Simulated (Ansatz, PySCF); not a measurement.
C2H5FSi2, SMILES C#C[Si@@H](F)[SiH3]. Atoms are numbered in the order given.

```xyz
10

C      2.0759     1.8918     0.2667
C      1.3531     0.9791    -0.0907
Si     0.1905    -0.3462    -0.5829
F      0.8174    -1.7890    -0.1413
Si    -1.8482    -0.0353     0.5366
H      2.7201     2.6944     0.5782
H      0.0572    -0.3519    -2.0639
H     -2.8136    -1.1149     0.1782
H     -1.6150    -0.0461     2.0091
H     -2.4186     1.2846     0.1356
```

Geometry: B3LYP-D3(BJ)/def2-SVP. The structure was generated by enumeration; whether it is a known compound was not checked.

Two levels are set side by side: PBE-D3(BJ)/def2-SVP (Ansatz, a first-principles code) and B3LYP-D3(BJ)/def2-SVP (Ansatz). Each level has its own optimised geometry; the coordinates shown are those of the second. Frequencies come from the Hessian of PySCF at each geometry. Differences are taken from unrounded values.

| quantity | B3LYP-D3(BJ) | PBE-D3(BJ) | PBE-D3(BJ) minus B3LYP-D3(BJ) |
|---|---|---|---|
| mean bond length (Å) | 1.563 | 1.573 | 0.010 |
| bond C1–C2 (Å) | 1.218 | 1.229 | 0.012 |
| bond C2–Si3 (Å) | 1.830 | 1.833 | 0.003 |
| bond Si3–F4 (Å) | 1.634 | 1.645 | 0.011 |
| bond Si3–Si5 (Å) | 2.347 | 2.350 | 0.004 |
| bond C1–H6 (Å) | 1.075 | 1.083 | 0.008 |
| bond Si3–H7 (Å) | 1.487 | 1.501 | 0.014 |
| bond Si5–H8 (Å) | 1.492 | 1.505 | 0.013 |
| bond Si5–H9 (Å) | 1.491 | 1.504 | 0.013 |
| bond Si5–H10 (Å) | 1.493 | 1.506 | 0.013 |
| highest harmonic wavenumber (cm⁻¹) | 3454 | 3388 | -66 |
| mean harmonic wavenumber (cm⁻¹) | 1022 | 988 | -34 |
| zero-point energy (kcal/mol) | 35.08 | 33.91 | -1.16 |

GGA bonds tend to be longer and softer than those of functionals with exact exchange. Differences between two approximate levels are no errors against the true value.
